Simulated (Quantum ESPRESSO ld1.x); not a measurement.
Values are calculated unless marked as measured or tabulated.
Q: All-electron atom: La2+ in [Xe] 5d1. Code: ld1.x of Quantum ESPRESSO 7.5. Model: scalar-relativistic Kohn-Sham, revPBE, spin-unpolarised, spherical densities, point nucleus. Some entries of the table are withheld. Estimate them.

orbital,occ.,eigenvalue (hartree),<r> (bohr),r(max) (bohr)
1s,2,-1424.6479,0.02507,0.016
2s,2,-227.1832,0.1074,0.091
2p,6,-203.6409,0.09425,(1)
3s,2,-48.9607,0.2851,0.260
3p,6,-41.4449,0.2832,0.254
3d,10,-30.6562,0.2599,0.209
4s,2,-10.2607,0.6541,0.607
4p,6,-7.8171,0.6930,0.637
4d,10,(2),0.7672,0.674
5s,2,-1.8915,1.555,1.41
5p,6,-1.2820,1.788,1.59
5d,1,-0.5376,2.587,2.13

A: 
(1) 2p r(max) (bohr): 0.073
(2) 4d eigenvalue (hartree): -4.2820
